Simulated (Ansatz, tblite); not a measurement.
Cost and result up the ladder for W(NH)2Cl2 (WN2Cl2H2) (7 atoms). Charge 0, multiplicity 1. Geometry: PBE-D4/def2-SVP.

```tsv
atom	x (Å)	y (Å)	z (Å)
W1	0.4237	-0.2349	-0.0950
N2	-1.1343	-1.0121	0.1380
H3	-2.1422	-1.0275	0.3231
N4	0.2439	1.5055	0.0613
H5	-0.2814	2.3711	0.2195
Cl6	1.0878	-0.6646	-2.2592
Cl7	1.8025	-0.9376	1.6122
```

Ansatz on 4 threads of Arm Neoverse V2 on a shared host; xTB runs through tblite on one thread. Times are rough, summed over both states, and most runs start from the orbitals of an earlier one. PBE0-D4/def2-TZVP serves as the yardstick here, not as an exact answer. The other state is a doublet.

In the def2 sets W takes a core potential; there is no spin–orbit coupling. The xTB rows come from tblite.

Raw xTB energies of ions are shifted by several eV.

| level | functions | wall time |
| --- | --- | --- |
| GFN1-xTB | 39 | 0.011 s |
| GFN2-xTB | 37 | 0.013 s |
| PBE-D4/def2-TZVP (with forces) | 188 | 7 s |
| PBE0-D4/def2-TZVP | 188 | 11 s |
| r2SCAN-D4/def2-TZVP | 188 | 16 s |

Problem. Estimate what each level gives for the vertical IE (eV).

Solution. 
| level | vertical IE (eV) | difference from PBE0-D4/def2-TZVP (eV) |
| --- | --- | --- |
| GFN1-xTB | 14.49 | 4.45 |
| GFN2-xTB | 13.76 | 3.72 |
| PBE-D4/def2-TZVP (with forces) | 9.74 | -0.30 |
| PBE0-D4/def2-TZVP | 10.04 | 0.00 |
| r2SCAN-D4/def2-TZVP | 9.87 | -0.17 |
